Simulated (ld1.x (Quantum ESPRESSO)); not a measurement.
# Transferability test, RRKJ potential for B

```
Element                 : B
Generator               : ld1.x (Quantum ESPRESSO) 7.5
Type                    : norm-conserving RRKJ (Kleinman–Bylander form)
Functional              : PW91
Relativity              : scalar-relativistic
Frozen core             : [He]
Valence charge          : 3
Reference configuration : 2s2 2p1
Partial waves           : 2s (bound): rc 1.30 bohr; 2p (bound): rc 3.75 bohr; 3d channel at -0.2 Ry: rc 3.80 bohr
Local potential         : the d channel
Core correction         : Bessel-smoothed model core inside 0.80 bohr
```

Energies are relative to the spin-unpolarised reference configuration 2s2 2p1; without spin polarisation the order of configurations can differ from experiment.

Q: Give the all-electron excitation energy and the error of the potential for: 2s2 2p0; 2s1 2p0; 2s2 2p0.5; 2s1 2p1; 2s0 2p3; 2s1 2p2; 2s2 2p1.3.

A:

| valence configuration | charge | ΔE all-electron (eV) | error AE − PS (meV) |
| --- | --- | --- | --- |
| 2s2 2p0 | +1 | 8.268 | +262 |
| 2s1 2p0 | +2 | 33.736 | +799 |
| 2s2 2p0.5 | +0.5 | 2.911 | +41 |
| 2s1 2p1 | +1 | 14.407 | -98 |
| 2s0 2p3 | 0 | 11.719 | -197 |
| 2s1 2p2 | 0 | 5.850 | -49 |
| 2s2 2p1.3 | -0.3 | -0.751 | +4.8 |
